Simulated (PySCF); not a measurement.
## MBr for M along the fourth-period p block

CCSD(T) with triple-zeta basis sets in PySCF, for the lowest determinant that a PBE0 search found; no spin–orbit coupling. De refers to high-spin ground-configuration atoms.

```
 M       basis  reference, frozen orbitals  state (unpaired electrons)  Re (Å)  ωe (cm⁻¹)  De (eV)
Ga  def2-TZVPP                     RHF, 18      singlet (closed shell)   2.365        274     4.32
Ge  def2-TZVPP                     UHF, 18               doublet (π ↑)   2.325        301     3.50
Se  def2-TZVPP                     UHF, 18               doublet (π ↑)   2.281        323     2.26
Br  def2-TZVPP                     RHF, 18      singlet (closed shell)   2.300        320     2.05
```

The shortest bond is that of SeBr (2.281 Å), the longest that of GaBr (2.365 Å).

The state changes along the series, so neighbouring rows are not always alike in their bonding.

Correlated steps freeze 18 core orbitals. Where the molecule has an RHF reference, its open-shell atoms are computed with UHF. States were picked by a PBE0 search and need not be the measured ground states.
